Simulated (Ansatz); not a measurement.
A geometry relaxed with CAM-B3LYP-D3(BJ)/def2-TZVP (Ansatz, a quantum-chemistry and plane-wave program), charge 0, multiplicity 1:

```xyz
15

C     -0.0241    -0.0220    -0.1288
H     -3.3965     0.7514    -0.0401
C      0.3467     0.1858     1.3049
H      2.9820    -1.0343    -1.8629
H     -0.2490    -0.4635     1.9490
H      0.1357     1.2136     1.6059
B      2.3332    -0.7063    -0.9171
H     -1.6520     0.0517    -1.5496
C      0.8489    -0.4103    -1.0877
H      1.3962    -0.0183     1.4822
C     -1.4202     0.2141    -0.5026
H      0.4181    -0.5139    -2.0810
H     -2.2168     0.7769     1.3729
H      2.8861    -0.6245     0.1351
C     -2.3883     0.5994     0.3199
```

Write the SMILES of this molecule.

`B/C=C(\C)C=C`
